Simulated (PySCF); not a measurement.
C2H11N3Sn (SMILES C[N](C)[SnH]([NH2])[NH2]), singlet, at a GFN2-xTB geometry (such geometries of metal compounds can be far from the true shape) (all electrons, no relativity), with bond 12-5 at 1.8 times its length; SA2-CASSCF(2,4)/STO-3G run with PySCF.

Input for PySCF:
```python
from pyscf import gto, scf, mcscf
import numpy

mol = gto.Mole()
mol.atom = '''
    Sn    0.46883404    0.27879713   -0.22483366
    N     1.37186957   -1.47040635   -0.76551203
    N     1.33007612    0.69951859    1.55814848
    N    -1.50159179    0.04774272    0.25490789
    C    -2.44276141   -0.04773803   -0.83447254
    C    -1.79253828   -0.93611188    1.27048338
    H     0.46582346    1.53759077   -1.41786372
    H     2.31196343   -1.55116916   -0.40115032
    H     1.41938897   -1.64323524   -1.76158263
    H     0.82226597    1.40488934    2.07743526
    H     2.29057928    1.01220182    1.50615213
    H    -2.52035833   -1.85416873   -1.62616803
    H    -3.43713733    0.20044300   -0.45635086
    H    -2.18489520    0.66830121   -1.61245624
    H    -1.80259740   -1.95888043    0.87681762
    H    -1.05387333   -0.87170679    2.06556015
    H    -2.77802837   -0.72186541    1.69054944
'''
mol.basis = 'sto-3g'
mol.verbose = 4
mol.build()

mf = scf.RHF(mol)
mf.kernel()
mc = mcscf.CASSCF(mf, 4, 2)
mc.fix_spin_(ss=0.0)
mc = mc.state_average_([0.5, 0.5])
mc.kernel()
```

It wrote (shortened):

```
PySCF version 2.14.0

[INPUT] verbose = 4
[INPUT] num. atoms = 17
[INPUT] num. electrons = 94
[INPUT] charge = 0
[INPUT] spin (= nelec alpha-beta = 2S) = 0
[INPUT] symmetry False subgroup None
[INPUT] Mole.unit = angstrom
[INPUT] Symbol           X                Y                Z      unit          X                Y                Z       unit  Magmom
[INPUT]  1 Sn     0.468834040000   0.278797130000  -0.224833660000 AA    0.885967933473   0.526850220015  -0.424874040984 Bohr   0.0
[INPUT]  2 N      1.371869570000  -1.470406350000  -0.765512030000 AA    2.592457765925  -2.778665293321  -1.446608081760 Bohr   0.0
[INPUT]  3 N      1.330076120000   0.699518590000   1.558148480000 AA    2.513479591624   1.321898554142   2.944473888607 Bohr   0.0
[INPUT]  4 N     -1.501591790000   0.047742720000   0.254907890000 AA   -2.837597233995   0.090220665242   0.481706099091 Bohr   0.0
[INPUT]  5 C     -2.442761410000  -0.047738030000  -0.834472540000 AA   -4.616150052556  -0.090211802426  -1.576924559070 Bohr   0.0
[INPUT]  6 C     -1.792538280000  -0.936111880000   1.270483380000 AA   -3.387406416999  -1.768995075152   2.400865634012 Bohr   0.0
[INPUT]  7 H      0.465823460000   1.537590770000  -1.417863720000 AA    0.880278761797   2.905625446959  -2.679374112757 Bohr   0.0
[INPUT]  8 H      2.311963430000  -1.551169160000  -0.401150320000 AA    4.368977692710  -2.931284885272  -0.758064239582 Bohr   0.0
[INPUT]  9 H      1.419388970000  -1.643235240000  -1.761582630000 AA    2.682256417528  -3.105264561834  -3.328908716491 Bohr   0.0
[INPUT] 10 H      0.822265970000   1.404889340000   2.077435260000 AA    1.553857484850   2.654856087921   3.925783682915 Bohr   0.0
[INPUT] 11 H      2.290579280000   1.012201820000   1.506152130000 AA    4.328567505803   1.912784222586   2.846215027630 Bohr   0.0
[INPUT] 12 H     -2.520358330000  -1.854168730000  -1.626168030000 AA   -4.762786979466  -3.503871088433  -3.073012209224 Bohr   0.0
[INPUT] 13 H     -3.437137330000   0.200443000000  -0.456350860000 AA   -6.495248206219   0.378782373586  -0.862378142110 Bohr   0.0
[INPUT] 14 H     -2.184895200000   0.668301210000  -1.612456240000 AA   -4.128853538877   1.262906255615  -3.047100681446 Bohr   0.0
[INPUT] 15 H     -1.802597400000  -1.958880430000   0.876817620000 AA   -3.406415398853  -3.701747523470   1.656945162993 Bohr   0.0
[INPUT] 16 H     -1.053873330000  -0.871706790000   2.065560150000 AA   -1.991531963683  -1.647287094024   3.903342977316 Bohr   0.0
[INPUT] 17 H     -2.778028370000  -0.721865410000   1.690549440000 AA   -5.249712785572  -1.364127923697   3.194675441637 Bohr   0.0

nuclear repulsion = 651.273291725565
number of shells = 37
number of NR pGTOs = 189
number of NR cGTOs = 63
basis = sto-3g
ecp = {}

******** <class 'pyscf.scf.hf.RHF'> ********
method = RHF
initial guess = minao
damping factor = 0
level_shift factor = 0
DIIS = <class 'pyscf.scf.diis.CDIIS'>
diis_start_cycle = 1
diis_space = 8
diis_damp = 0
SCF conv_tol = 1e-09
SCF conv_tol_grad = None
SCF max_cycles = 50
direct_scf = True
direct_scf_tol = 1e-13
Set gradient conv threshold to 3.16228e-05
Initial guess from minao.
init E= -6189.0477892035
  HOMO = -0.336047778480549  LUMO = -0.131486448494125  gap/eV = 5.56640
cycle= 1 E= -6205.39941473116  delta_E= -16.4  |g|= 0.636  |ddm|= 4.96
  HOMO = -0.16161770629279  LUMO = 0.236234287699061  gap/eV = 10.82610
cycle= 2 E= -6205.54932474051  delta_E= -0.15  |g|= 0.15  |ddm|= 1.11
  HOMO = -0.208023710743743  LUMO = 0.248402952535399  gap/eV = 12.42000
cycle= 3 E= -6205.55895827078  delta_E= -0.00963  |g|= 0.0504  |ddm|= 0.299
  HOMO = -0.208014678843133  LUMO = 0.242819390172763  gap/eV = 12.26782
cycle= 4 E= -6205.56007902029  delta_E= -0.00112  |g|= 0.0127  |ddm|= 0.0904
  HOMO = -0.210966071748086  LUMO = 0.243438495973828  gap/eV = 12.36498
cycle= 5 E= -6205.56022357062  delta_E= -0.000145  |g|= 0.00533  |ddm|= 0.0415
  HOMO = -0.210929183738654  LUMO = 0.243520687973331  gap/eV = 12.36621
cycle= 6 E= -6205.56024553035  delta_E= -2.2e-05  |g|= 0.00143  |ddm|= 0.0165
  HOMO = -0.211162044344491  LUMO = 0.243569701851466  gap/eV = 12.37388
cycle= 7 E= -6205.56024785171  delta_E= -2.32e-06  |g|= 0.000325  |ddm|= 0.00688
  HOMO = -0.211133168993428  LUMO = 0.243632794174026  gap/eV = 12.37481
cycle= 8 E= -6205.56024791496  delta_E= -6.33e-08  |g|= 0.000103  |ddm|= 0.000768
  HOMO = -0.211149272621996  LUMO = 0.243624817599557  gap/eV = 12.37503
cycle= 9 E= -6205.56024792294  delta_E= -7.97e-09  |g|= 1.94e-05  |ddm|= 0.000316
  HOMO = -0.211149350628936  LUMO = 0.243626514279781  gap/eV = 12.37508
cycle= 10 E= -6205.56024792335  delta_E= -4.14e-10  |g|= 4.34e-06  |ddm|= 7.17e-05
  HOMO = -0.211149922618266  LUMO = 0.243626322772174  gap/eV = 12.37509
Extra cycle  E= -6205.56024792331  delta_E= 4.09e-11  |g|= 1.87e-06  |ddm|= 1.16e-05
converged SCF energy = -6205.56024792331

******** <class 'pyscf.mcscf.addons.StateAverageCASSCF'> ********
CAS (1e+1e, 4o), ncore = 46, nvir = 13
max_cycle_macro = 50
max_cycle_micro = 4
conv_tol = 1e-07
conv_tol_grad = None
orbital rotation max_stepsize = 0.02
orbital rotation threshold for CI restart = 0.01
augmented hessian ah_max_cycle = 30
augmented hessian ah_conv_tol = 1e-12
augmented hessian ah_linear dependence = 1e-14
augmented hessian ah_level shift = 1e-08
augmented hessian ah_start_tol = 2.5
augmented hessian ah_start_cycle = 3
augmented hessian ah_grad_trust_region = 3
kf_trust_region = 3
kf_interval = 4
ci_response_space = 4
ci_grad_trust_region = 3
with_dep4 0
natorb = False
canonicalization = True
sorting_mo_energy = False
ao2mo_level = 2
internal_rotation = False
******** <class 'pyscf.mcscf.addons.StateAverageSpinPenaltyFCISolver'> ********
max. cycles = 50
conv_tol = 1e-08
davidson only = True
linear dependence = 1e-12
level shift = 0.001
max iter space = 12
nroots = 2
pspace_size = 400
spin = None
State-average over 2 states with weights [0.5, 0.5]
CASCI E = -6205.42042600511  S^2 = 0.0000000
Set conv_tol_grad to 0.000316228
macro iter   1 ( 21 JK    4 micro), CASSCF E = -6205.44293394421  dE = -2.25079391e-02  S^2 = 0.0000000
               |grad[o]|=0.109  |ddm|=0.233  |maxRot[o]|=0.255
macro iter   2 ( 18 JK    4 micro), CASSCF E = -6205.45347216756  dE = -1.05382233e-02  S^2 = 0.0000000
               |grad[o]|=0.0404  |ddm|= 0.11  |maxRot[o]|=0.179
macro iter   3 ( 14 JK    4 micro), CASSCF E = -6205.45539209521  dE = -1.91992765e-03  S^2 = 0.0000000
               |grad[o]|=0.0163  |ddm|=0.0243  |maxRot[o]|=0.0929
macro iter   4 ( 14 JK    3 micro), CASSCF E = -6205.45542696348  dE = -3.48682661e-05  S^2 = 0.0000000
               |grad[o]|=0.00227  |ddm|=0.00229  |maxRot[o]|=0.0266
macro iter   5 ( 21 JK    4 micro), CASSCF E = -6205.45548184540  dE = -5.48819216e-05  S^2 = 0.0000000
               |grad[o]|=0.000333  |ddm|=0.000576  |maxRot[o]|=0.273
macro iter   6 ( 21 JK    4 micro), CASSCF E = -6205.45558336107  dE = -1.01515669e-04  S^2 = 0.0000000
               |grad[o]|=0.000279  |ddm|=0.00027  |maxRot[o]|=0.225
macro iter   7 ( 21 JK    4 micro), CASSCF E = -6205.45574030720  dE = -1.56946128e-04  S^2 = 0.0000000
               |grad[o]|=0.000396  |ddm|=0.00136  |maxRot[o]|=0.298
macro iter   8 ( 21 JK    4 micro), CASSCF E = -6205.45580857547  dE = -6.82682703e-05  S^2 = 0.0000000
               |grad[o]|=0.000745  |ddm|=0.00137  |maxRot[o]|=0.189
macro iter   9 ( 12 JK    2 micro), CASSCF E = -6205.45580999675  dE = -1.42127919e-06  S^2 = 0.0000000
               |grad[o]|=0.000275  |ddm|=0.000116  |maxRot[o]|=0.0253
macro iter  10 (  3 JK    1 micro), CASSCF E = -6205.45581001010  dE = -1.33513822e-08  S^2 = 0.0000000
               |grad[o]|=5.64e-05  |ddm|=7.47e-06  |maxRot[o]|=0.00166
1-step CASSCF converged in  10 macro (166 JK  34 micro) steps
CASSCF canonicalization
Density matrix diagonal elements [1.44432525 0.52122797 0.01397226 0.02047452]
CASSCF energy = -6205.45581001010
CASCI E = -6205.45581001010  E(CI) = -0.871527810398220  S^2 = 0.0000000
CASCI state-averaged energy = -6205.4558100101
CASCI energy for each state
  State 0 weight 0.5  E = -6205.55964080689 S^2 = 0.0000000
  State 1 weight 0.5  E = -6205.3519792133 S^2 = 0.0000000
```
